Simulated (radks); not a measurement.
Isoelectronic series with 21 electrons, all held in the configuration [Ar] 3d1 4s2, which need not be the ground one along the series. Calculated with a radial shooting solver on a logarithmic mesh with Libxc functionals: Dirac Kohn-Sham, BLYP, spin-unpolarised, spherical densities, finite nucleus; open shells are shared between the two j in proportion to 2j + 1; Fermi nuclear charge, rms radius of each element as measured or else 0.836 A^(1/3) + 0.57 fm. Total energies (hartree) and orbital eigenvalues (eV):

ion,E (hartree),3d5/2,3d3/2,4s1/2
Sc,-764.31517,-3.0945,-3.1248,-4.0376
V2+,-947.98634,-32.7525,-32.8453,-21.9796
Mn4+,-1152.95062,-77.6543,-77.8473,-48.3666
Co6+,-1379.24175,-135.8930,-136.2380,-82.3538
Cu8+,-1626.95790,-206.9058,-207.4699,-123.6823
Ga10+,-1896.22813,-290.4320,-291.2987,-172.2469
As12+,-2187.20402,-386.3263,-387.5975,-228.0075
Br14+,-2500.05649,-494.4995,-496.2968,-290.9581
Rb16+,-2834.97449,-614.8934,-617.3604,-361.1140
Nb20+,-3571.85043,-892.1980,-896.5311,-523.1726
Tc22+,-3974.27577,-1049.063,-1054.645,-615.1668
Rh24+,-4399.70324,-1218.050,-1225.130,-714.5465
Ag26+,-4848.41694,-1399.151,-1408.010,-821.3784
In28+,-5320.71901,-1592.361,-1603.312,-935.7359
Sb30+,-5816.93713,-1797.677,-1811.068,-1057.700

Estimate the row of I32+.

Answer. E (hartree) -6337.42109; 3d5/2 -2015.099; 3d3/2 -2031.316; 4s1/2 -1187.360.
